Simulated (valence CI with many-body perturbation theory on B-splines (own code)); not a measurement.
**Ta³³⁺: key properties**

Calculated by configuration interaction combined with many-body perturbation theory (CI+MBPT): four valence electrons over a frozen Dirac-Fock core [Kr], radial functions for each j: 7 s, 7 p, 8 d, 6 f, 4 g, 1 h, with the one-electron correlation potential Σ1 (screened to all orders), the two-electron term Σ2, the three-electron term Σ3, Breit, model QED; selected single and double excitations, second order for the rest, scaled by the run's own slope (own B-spline code, finite nucleus).

No measured spectrum was set against this ion. As an estimate, large intervals hold to a few tenths of a per cent, small ones and those within an open d or f shell to about a per cent. The list stops below the first excitations out of the core.

Levels are named by their leading jj configuration (3d3/2^4 stands for four electrons in 3d with j = 3/2), which in mixed levels can hold well under half, so a name can repeat and another be missing.

Rates and lifetimes use the calculated energies. Strong lines usually hold to 10 to 20 %, long lifetimes can be off by a factor of two.

Problem. What is the ground level?

Solution. (4d3/2^4) J=0, composition 57 % 4d⁴ ³P + 30 % 4d⁴ ⁵D + 12 % 4d⁴ ¹S.

Problem. How well does LS coupling describe the low levels?

Solution. Among the lowest 20 levels the leading LS term, summed over configurations, holds 47 % on average. For single configurations the figures are 47 % in LS and 93 % in jj coupling. Terms mix most in the J = 4 level at 48.384 eV, where the leading one holds 27 %.

Problem. Name the longest-lived excited levels whose lifetime is computed, and their main decay.

Solution. (4d3/2^2 4d5/2^2) J=6 at 34.800 eV lives 79.6 ms, mostly by M1 to (4d3/2^2 4d5/2^2) J=5. The lifetime of (4d3/2^3 4d5/2) J=4 is too uncertain to give, and may be longer.

Problem. What is the ionisation energy?

Solution. 1383.8 eV; NIST lists 1382 ± 5 eV (theoretical).
